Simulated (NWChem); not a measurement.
System: CH6FNOSi; SMILES CN[Si@H](O)F

Here is an NWChem input.

```
start job
memory heap 200 mb stack 900 mb global 1100 mb
geometry units angstroms noautoz
  C      0.237606    -2.347084     0.082644
  N     -0.045158    -1.054594    -0.492109
  Si    -0.273319     0.403605     0.345401
  O     -1.196315     1.373127    -0.623418
  F      1.087548     1.257547     0.633772
  H      0.067206    -2.318830     1.170205
  H     -0.423811    -3.131625    -0.323380
  H      1.282076    -2.673756    -0.071881
  H     -0.004771    -1.015403    -1.504645
  H     -0.831484     0.117531     1.688365
  H     -1.018076     2.316021    -0.559995
end
basis spherical
  * library def2-svp
end
dft
  xc xpbe96 cpbe96
  iterations 150
  mulliken
end
task dft energy
```

NWChem printed, in part:

```
             Northwest Computational Chemistry Package (NWChem) 7.3.0
             --------------------------------------------------------

 C1  symmetry detected

                             Geometry "geometry" -> ""
                             -------------------------

 Output coordinates in angstroms (scale by  1.889725989 to convert to a.u.)

  No.       Tag          Charge          X              Y              Z
 ---- ---------------- ---------- -------------- -------------- --------------
    1 C                    6.0000     0.12120034     2.35862549    -0.06978152
    2 N                    7.0000    -0.33862584     1.06975622     0.38651089
    3 Si                  14.0000     0.00314356    -0.43844848    -0.31230026
    4 O                    8.0000    -1.22761205    -1.45463515     0.11561335
    5 F                    9.0000     1.36291876    -1.16107478     0.22913895
    6 H                    1.0000     0.55213276     2.26686297    -1.07898926
    7 H                    1.0000    -0.70356159     3.08842153    -0.14047831
    8 H                    1.0000     0.90370678     2.79611250     0.57659216
    9 H                    1.0000    -0.83582726     1.07806534     1.27031964
   10 H                    1.0000     0.22008012    -0.26812020    -1.76861946
   11 H                    1.0000    -0.98273419    -2.37635564     0.23933438

 Effective nuclear repulsion energy (a.u.)     252.9960090735

  pbe96 is a nonlocal functional; adding pw91lda local functional.

                                 NWChem DFT Module
                                 -----------------

 Summary of "ao basis" -> "ao basis" (spherical)
 ------------------------------------------------------------------------------
       Tag                 Description            Shells   Functions and Types
 ---------------- ------------------------------  ------  ---------------------
 C                          def2-svp                 6       14   3s2p1d
 N                          def2-svp                 6       14   3s2p1d
 Si                         def2-svp                 8       18   4s3p1d
 O                          def2-svp                 6       14   3s2p1d
 F                          def2-svp                 6       14   3s2p1d
 H                          def2-svp                 3        5   2s1p

            General Information
            -------------------
          SCF calculation type: DFT
          Wavefunction type:  closed shell.
          No. of atoms     :    11
          No. of electrons :    50
           Alpha electrons :    25
            Beta electrons :    25
          Charge           :     0
          Spin multiplicity:     1
          Use of symmetry is: off; symmetry adaption is: off
          Maximum number of iterations: 150
          AO basis - number of functions:   104
                     number of shells:    50
          Convergence on energy requested:  1.00D-06
          Convergence on density requested:  1.00D-05
          Convergence on gradient requested:  5.00D-04

              XC Information
              --------------
          PerdewBurkeErnzerhof Exchange Functional  1.000
            Perdew 1991 LDA Correlation Functional  1.000 local
           PerdewBurkeErnz. Correlation Functional  1.000 non-local

             Grid Information
             ----------------
          Grid used for XC integration:  medium
          Radial quadrature: Mura-Knowles
          Angular quadrature: Lebedev.
          Tag              B.-S. Rad. Rad. Pts. Rad. Cut. Ang. Pts.
          ---              ---------- --------- --------- ---------
          C                   0.70       49          12.0       434
          N                   0.65       49          10.0       434
          Si                  1.10       88          10.0       590
          O                   0.60       49          12.0       434
          F                   0.50       49          12.0       434
          H                   0.35       45          13.0       434
          Grid pruning is: on
          Number of quadrature shells:   554
          Spatial weights used:  Erf1

      Superposition of Atomic Density Guess
      -------------------------------------

 Sum of atomic energies:        -557.58687574

      Non-variational initial energy
      ------------------------------

 Total energy =    -559.677372
 1-e energy   =   -1272.555657
 2-e energy   =     459.882276
 HOMO         =      -0.309266
 LUMO         =       0.071632

     ---------------------------------------------
      Total Density - Mulliken Population Analysis
     ---------------------------------------------

    Atom       Charge   Shell Charges
 -----------   ------   -------------------------------------------------------
    1 C    6     6.01   1.99  0.93  0.19  1.93  0.93  0.04
    2 N    7     7.74   1.99  1.02  0.46  2.56  1.69  0.01
    3 Si  14    12.64   2.00  1.99  0.84  0.14  5.93  0.88  0.52  0.35
    4 O    8     8.76   1.99  1.10  0.63  3.09  1.94  0.00
    5 F    9     9.59   1.99  1.15  0.78  3.52  2.14  0.00
    6 H    1     0.92   0.68  0.22  0.02
    7 H    1     0.92   0.69  0.21  0.02
    8 H    1     0.92   0.69  0.21  0.02
    9 H    1     0.75   0.59  0.11  0.04
   10 H    1     1.11   0.69  0.40  0.01
   11 H    1     0.65   0.52  0.07  0.06

   convergence    iter        energy       DeltaE   RMS-Dens  Diis-err
 ---------------- ----- ----------------- --------- --------- ---------
 d= 0,ls=0.0,diis     1   -560.2976004465 -8.13D+02  1.68D-02  9.78D-01
 d= 0,ls=0.0,diis     2   -560.1657534259  1.32D-01  9.88D-03  2.56D+00
 d= 0,ls=0.0,diis     3   -560.3991132235 -2.33D-01  1.42D-03  4.24D-02
 d= 0,ls=0.0,diis     4   -560.4017575246 -2.64D-03  6.95D-04  9.97D-03
 d= 0,ls=0.0,diis     5   -560.4026478952 -8.90D-04  2.36D-04  1.42D-03
  Resetting Diis
 d= 0,ls=0.0,diis     6   -560.4028004447 -1.53D-04  4.17D-05  2.01D-05
 d= 0,ls=0.0,diis     7   -560.4028026803 -2.24D-06  2.66D-05  3.19D-06
 d= 0,ls=0.0,diis     8   -560.4028021139  5.66D-07  1.67D-05  7.87D-06
 d= 0,ls=0.0,diis     9   -560.4028030678 -9.54D-07  1.95D-06  1.02D-07

         Total DFT energy =     -560.402803067834
      One electron energy =    -1277.066331891085
           Coulomb energy =      517.865399455115
    Exchange-Corr. energy =      -54.197879705339
 Nuclear repulsion energy =      252.996009073475

 Numeric. integr. density =       50.000000742850

                       DFT Final Molecular Orbital Analysis
                       ------------------------------------

 Vector   23  Occ=2.000000D+00  E=-2.921625D-01
              MO Center= -4.0D-01, -1.2D+00, -6.4D-02, r^2= 2.6D+00
   Bfn.  Coefficient  Atom+Function         Bfn.  Coefficient  Atom+Function
  ----- ------------  ---------------      ----- ------------  ---------------
    50      0.471820   4 O  px               53      0.324074   4 O  px
    64     -0.264670   5 F  px               66      0.213121   5 F  pz
    67      0.180414   5 F  px               95     -0.162874  10 H  s
    69     -0.149208   5 F  pz               65     -0.140660   5 F  py
    38      0.113607   3 Si pz               96     -0.112276  10 H  s

 Vector   24  Occ=2.000000D+00  E=-2.674881D-01
              MO Center= -8.0D-01, -1.1D+00, -2.1D-01, r^2= 2.2D+00
   Bfn.  Coefficient  Atom+Function         Bfn.  Coefficient  Atom+Function
  ----- ------------  ---------------      ----- ------------  ---------------
    52      0.531369   4 O  pz               55      0.388822   4 O  pz
    96      0.242281  10 H  s                95      0.224865  10 H  s
    17     -0.135144   2 N  s                19     -0.111443   2 N  py
    41      0.099805   3 Si pz               51      0.094017   4 O  py
    38     -0.082473   3 Si pz               22      0.078365   2 N  py

 Vector   25  Occ=2.000000D+00  E=-2.051042D-01
              MO Center= -2.1D-01,  1.2D+00,  2.8D-01, r^2= 2.0D+00
   Bfn.  Coefficient  Atom+Function         Bfn.  Coefficient  Atom+Function
  ----- ------------  ---------------      ----- ------------  ---------------
    18      0.449570   2 N  px               21     -0.376678   2 N  px
    20      0.275150   2 N  pz               23     -0.220677   2 N  pz
    85      0.195075   8 H  s                80     -0.168027   7 H  s
    86      0.141701   8 H  s                 4      0.127641   1 C  px
    65     -0.118189   5 F  py               81     -0.118351   7 H  s

 Vector   26  Occ=0.000000D+00  E= 2.252493D-02
              MO Center= -4.7D-01, -1.2D+00, -1.2D-01, r^2= 5.6D+00
   Bfn.  Coefficient  Atom+Function         Bfn.  Coefficient  Atom+Function
  ----- ------------  ---------------      ----- ------------  ---------------
     3      0.795776   1 C  s                49     -0.799249   4 O  s
   101      0.766907  11 H  s                32      0.510329   3 Si s
    76     -0.466568   6 H  s                40     -0.336942   3 Si py
    86     -0.311430   8 H  s                39     -0.306579   3 Si px
    81     -0.302759   7 H  s                96     -0.210457  10 H  s

 Vector   27  Occ=0.000000D+00  E= 3.115362D-02
              MO Center= -2.6D-01,  1.1D+00,  5.0D-01, r^2= 6.2D+00
   Bfn.  Coefficient  Atom+Function         Bfn.  Coefficient  Atom+Function
  ----- ------------  ---------------      ----- ------------  ---------------
     3      1.124813   1 C  s                17      0.968154   2 N  s
    91     -0.853888   9 H  s                81     -0.649738   7 H  s
    32     -0.614083   3 Si s                86     -0.589364   8 H  s
    76     -0.432722   6 H  s                96      0.410006  10 H  s
   101     -0.406729  11 H  s                40     -0.382439   3 Si py

[...]
```

Level: PBE/def2-SVP. All runs use the structure optimised with PBE0/def2-SVP.
